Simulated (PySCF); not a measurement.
Gas-phase reaction: 2 InCl2 + 2 InH2Cl → 4 InH + 3 Cl2

Energies from PySCF (xtb for GFN2), thermal terms from the rigid-rotor harmonic-oscillator model, ideal gas at 1 bar. † marks an energy on the PBE0/def2-TZVP geometry and frequencies; other levels use their own. MP2 and CCSD(T) freeze the core. Open shells (unrestricted): InCl2 (multiplicity 2); the rest are closed-shell singlets. GFN2 has no spin-polarisation term. B3LYP is the form with VWN-RPA correlation. In: scalar-relativistic def2 core potential, no spin-orbit coupling. InCl2, InH2Cl, InH: computed as isolated molecules; such fragments, hydroxides, amides, oligomers or adducts are transient or little studied in the gas. MP2 isn't extrapolated to the basis-set limit; its ΔH°(298 K) is 1253.3 kJ in def2-SVP and 1151.6 kJ in def2-TZVPP. CCSD(T) isn't extrapolated to the basis-set limit; its ΔH°(298 K) is 1140.0 kJ in def2-SVP and 1107.2 kJ in def2-TZVPP. The harmonic model lacks anharmonicity and excited electronic states, which grow with temperature; levels with a mode under 35 cm⁻¹ are left out. Soft modes under 120 cm⁻¹ make the harmonic entropy rough for InCl2.

```
level                ΔE electronic, kJ  ΔH°(298 K), kJ  ΔS°(298 K), J/K  ΔG°(1000 K), kJ
-------------------  -----------------  --------------  ---------------  ---------------
B3LYP/def2-TZVP†                  1053            1031              318              717
BLYP/def2-TZVP†                    989             967              318              653
CCSD(T)/def2-TZVPP†               1129            1107              318              793
GFN2-xTB                           830             809              306              507
M06-2X/def2-TZVP†                 1196            1174              318              859
MP2/def2-SVP†                     1275            1253              318              939
PBE/def2-SVP                      1117            1096              318              781
PBE0/def2-SVP†                    1186            1164              318              850
LDA/def2-TZVP†                    1151            1129              318              815
```
ΔH° is lowest at GFN2-xTB and highest at MP2/def2-SVP†. No reference value is set beside these.
